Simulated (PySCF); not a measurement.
Species: C7H15NOSi.
Structure used (PBE0-D3(BJ)/def2-SVP), in Å, numbered top down from 1:
```
atom  x, y, z in Å
C1     1.8915   -1.0053    0.4439
C2     1.8914    0.5157    0.7075
C3     0.9179    1.0911   -0.3365
N4     0.0799   -0.0340   -0.6855
Si5   -1.5275    0.0434   -1.3120
C6    -2.6923    0.9798   -0.1730
C7    -3.1208   -0.1822    0.7385
C8    -3.2822   -1.4281   -0.1372
O9    -2.2517   -1.4595   -1.1080
C10    0.9472   -1.1912   -0.7537
H11    1.5032   -1.5465    1.3190
H12    2.8964   -1.4006    0.2355
H13    2.8918    0.9640    0.6174
H14    1.5303    0.7306    1.7239
H15    0.3222    1.9332    0.0508
H16    1.4862    1.4703   -1.2123
H17   -1.5923    0.4266   -2.7563
H18   -2.2611    1.8219    0.3871
H19   -3.5482    1.3671   -0.7524
H20   -2.3275   -0.3672    1.4822
H21   -4.0469    0.0295    1.2975
H22   -4.2641   -1.4136   -0.6480
H23   -3.2402   -2.3513    0.4639
H24    0.3611   -2.1211   -0.7123
H25    1.5341   -1.2091   -1.6970
```

Computed with PySCF at PBE0/pcSseg-1, non-relativistic, on one gas-phase PBE0-D3(BJ)/def2-SVP geometry that isn't relaxed in the solvent. The solvent is an IEF-PCM continuum (van der Waals radii × 1.2). The model holds no explicit solvent molecules, cavitation or dispersion.

| run | E − E(gas) (kcal/mol) | HOMO (eV) | HOMO–LUMO gap (eV) | dipole (D) |
| --- | --- | --- | --- | --- |
| gas | 0.00 | -6.23 | 7.26 | 1.78 |
| P | -2.72 | -6.19 | 7.34 | 2.27 |
| Q | -3.32 | -6.19 | 7.35 | 2.39 |

**Question.** The runs were made in acetonitrile and tetrahydrofuran. Which run belongs to which solvent?

**Answer.** P = tetrahydrofuran, Q = acetonitrile. The dielectric constants are 7.426 (tetrahydrofuran), 35.69 (acetonitrile), and the energy falls further as ε rises. In this model the ground state sees the solvent through ε alone.

**Question.** How constant is the ratio of the lowering to (ε − 1)/(2ε + 1)?

**Answer.** 
```
        solvent  (ε − 1)/(2ε + 1)  E − E(gas) (kcal/mol)  ratio (kcal/mol)  polarisation term (kcal/mol)
tetrahydrofuran             0.405                  -2.72              -6.7                         -3.03
   acetonitrile             0.479                  -3.32              -6.9                         -3.80
```

The ratio changes by +3.1 % in size from tetrahydrofuran to acetonitrile. The polarisation term is half the interaction of the solute with the induced surface charges.
